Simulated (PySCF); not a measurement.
## Dipole response of Sn⁺ (tin, charge +1)

[Kr] 4d10 5s1 5p2, high-spin 4P determinant (an excited configuration). Calculation: PySCF 2.14, in aug-cc-pVQZ-DK3 (9s8p6d3f2g, 102 functions); scalar relativity by spin-free X2C-1e. Coupled (time-dependent) response in atomic units; α is the mean over directions.

```
   method  mean α (bohr³)         α xx, yy, zz  C₆ (like pair)  S(−4)
BHandHLYP           26.59  25.19, 27.29, 27.29           200.9  231.9
```

S(−4) is the Cauchy moment in α(ω) = α(0) + S(−4) ω² + …

Spin-orbit coupling is absent.

α(iu) at BHandHLYP:

| u (hartree) | α(iu) (bohr³) |
| --- | --- |
| 0 | 26.59 |
| 0.0500 | 26.02 |
| 0.100 | 24.48 |
| 0.200 | 19.95 |
| 0.300 | 15.51 |
| 0.500 | 9.591 |
| 0.750 | 5.992 |
| 1.00 | 4.213 |
| 1.50 | 2.542 |
| 2.00 | 1.753 |
| 3.00 | 0.9960 |
| 5.00 | 0.4426 |

A single London oscillator, α(iu) = α/(1 + u²/ω²), gives C₆ = (3/4) ω α². Matching the computed C₆ needs ω = 4 × 200.9 / (3 × 26.59²) = 0.379 hartree.

For an ion, C₆ is the dispersion term alone; charge-induced terms of lower order in 1/R come first.

The components differ because the open shell of this determinant is not spherical; for a pure term their mean is the scalar polarisability.
